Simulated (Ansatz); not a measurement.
BBrFH3Si (`B[SiH](F)Br`). The species carries charge 0 and has multiplicity 1. Correlated methods include outer-core shells of Br, which these sets cover unevenly. Scalar relativity is left out up to krypton.

Z-matrix (Å, degrees):
```
Si
F 1 1.591
Br 1 2.266 2 110.1
B 1 1.951 2 121.0 3 -87.4
H 1 1.478 2 106.6 3 117.3
H 4 1.193 1 118.9 2 -167.6
H 4 1.192 1 119.4 2 19.9
```

(1) Give the diagnostics of a CCSD(T)/def2-TZVPP run (frozen core, Ansatz 0.2.0). (Best estimate.)

Results:

(1) The calculation gave: T1 = 0.0112, largest single amplitude 0.024, largest double 0.032, (T) share of the correlation energy 3.3 %, 10 CCSD cycles. The RHF solution is stable towards an unrestricted one. T1 lies under the customary mark of 0.02 for closed shells.
